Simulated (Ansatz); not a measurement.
Reactions of CH5BrOSi2 (`[SiH3]C1(Br)O[SiH2]1`).

Isolated molecules relaxed with PBE0-D4/def2-TZVP in Ansatz; ΔE leaves out vibrations. CCSD(T)/CBS is the MP2 limit (def2-TZVPP, def2-QZVPP) plus CCSD(T) − MP2 in def2-TZVPP, frozen cores. This one scheme is used for every species, atoms too. For atomizations the MP2-based limit and the directly extrapolated one differ by several kJ/mol either way, and by 10 to 25 for some Ge, Se and Sn compounds, so smaller differences from it don't rank the levels. Functionals use def2-TZVPP. B3LYP here is the variant with VWN-RPA as its local correlation; programs differ in this. No spin–orbit coupling; open shells (•) take unrestricted orbitals. Spin–orbit coupling would lower the free atoms: a little for C, O, Si; clearly for Br. def2 core potentials past Kr. For Br, Ge, In outer-core shells are correlated without core-valence functions, so the limit isn't a true one: a few kJ/mol of doubt a bond, and 10 to 20 or more in all where bonds break to atoms. Scalar relativity is left out up to krypton. One conformer a species, not always the lowest.

```json
{"reaction": "`[SiH3]C1(Br)O[SiH2]1` + `[CH3][GeH2][Cl]` → `[SiH3][CH2][GeH2][Cl]` + `BrC1O[SiH2]1`", "CCSD(T)/CBS(def2) (kJ/mol)": "3"}
{"reaction": "`[SiH3]C1(Br)O[SiH2]1` → `BrC1O[SiH2]1` + `[SiH2]`", "CCSD(T)/CBS(def2) (kJ/mol)": "241"}
{"reaction": "`[SiH3]C1(Br)O[SiH2]1` + `[OH][In]([SH])[Br]` → `[SiH3][O][In]([SH])[Br]` + `BrC1O[SiH2]1`", "CCSD(T)/CBS(def2) (kJ/mol)": "?"}
{"reaction": "`[SiH3]C1(Br)O[SiH2]1` + `OC1=CC1` → `[SiH3]OC1=CC1` + `BrC1O[SiH2]1`", "CCSD(T)/CBS(def2) (kJ/mol)": "?"}
{"reaction": "`[SiH3]C1(Br)O[SiH2]1` + H₂ → `[SiH3]C1O[SiH2]1` + HBr", "CCSD(T)/CBS(def2) (kJ/mol)": "-62"}
{"reaction": "`[SiH3]C1(Br)O[SiH2]1` + H₂ → `BrC1O[SiH2]1` + SiH₄", "CCSD(T)/CBS(def2) (kJ/mol)": "-15"}
{"reaction": "`[SiH3]C1(Br)O[SiH2]1` → Br• + C• + 5 H• + O• + 2 Si•", "CCSD(T)/CBS(def2) (kJ/mol)": "?"}
{"reaction": "`[SiH3]C1(Br)O[SiH2]1` + HCl → `ClC1(Br)O[SiH2]1` + SiH₄", "CCSD(T)/CBS(def2) (kJ/mol)": "70"}
{"reaction": "`[SiH3]C1(Br)O[SiH2]1` + `C=C[Si](N)(O)F` → `C=C[Si](N)(F)O[SiH3]` + `BrC1O[SiH2]1`", "CCSD(T)/CBS(def2) (kJ/mol)": "-98"}
{"reaction": "`[SiH3]C1(Br)O[SiH2]1` + HCl → `[SiH3]C1(Cl)O[SiH2]1` + HBr", "CCSD(T)/CBS(def2) (kJ/mol)": "12"}
```

(1) Fill in the missing values. (An estimate is asked.)

Largest T1 diagnostic: 0.015, for `[SiH3]C1(Cl)O[SiH2]1`.

## Answers

(1) The calculation gave: `[SiH3]C1(Br)O[SiH2]1` + `[OH][In]([SH])[Br]` → `[SiH3][O][In]([SH])[Br]` + `BrC1O[SiH2]1`: -97.3 kJ/mol; `[SiH3]C1(Br)O[SiH2]1` + `OC1=CC1` → `[SiH3]OC1=CC1` + `BrC1O[SiH2]1`: -77.9 kJ/mol; `[SiH3]C1(Br)O[SiH2]1` → Br• + C• + 5 H• + O• + 2 Si•: +3217.1 kJ/mol.
